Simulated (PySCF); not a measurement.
A species of formula C3H10OSi has this rotational fingerprint, computed with PBE0-D3(BJ)/def2-SVP geometry optimisation, gas phase (PySCF 2.14.0):

```
Rotational constants : A = 3342, B = 3297, C = 3119 MHz
Dipole components    : |μa| = 1.35 D, |μb| = 0.04 D, |μc| = 0.28 D
Inertial defect      : -142.50 u·Å²
κ                    : 0.60
```

Question: Which structure is it? (One computed conformer of each.)
A. `[CH3:1][O:2][CH2:3][SiH2:4][CH3:5]` with C1–O2–C3–Si4 180°, O2–C3–Si4–C5 55°
B. SiH2Me(OEt), `CCO[SiH2]C`
C. Si(OH)Me3, `C[Si](C)(C)O`

Answer: C. It is C[Si](C)(C)O. The candidates at the same level (rigid rotor, commonest isotopes):

| SMILES | A (MHz) | B (MHz) | C (MHz) | μa (D) | μb (D) | μc (D) | Δ (u·Å²) | point group | rotor |
| --- | --- | --- | --- | --- | --- | --- | --- | --- | --- |
| COC[SiH2]C | 8077 | 1941 | 1698 | 0.85 | 0.02 | 0.91 | -25.25 | C1 | near-prolate asymmetric top |
| [H][Si]([H])(C)OCC | 11547 | 1713 | 1564 | 0.07 | 0.23 | 0.02 | -15.52 | near Cs | near-prolate asymmetric top |
| C[Si](C)(C)O | 3342 | 3297 | 3119 | 1.35 | 0.04 | 0.28 | -142.50 | near Cs | – |

`COC[SiH2]C` has A 142 % too high; `[H][Si]([H])(C)OCC` has A 246 % too high. No structure here is proved a minimum.
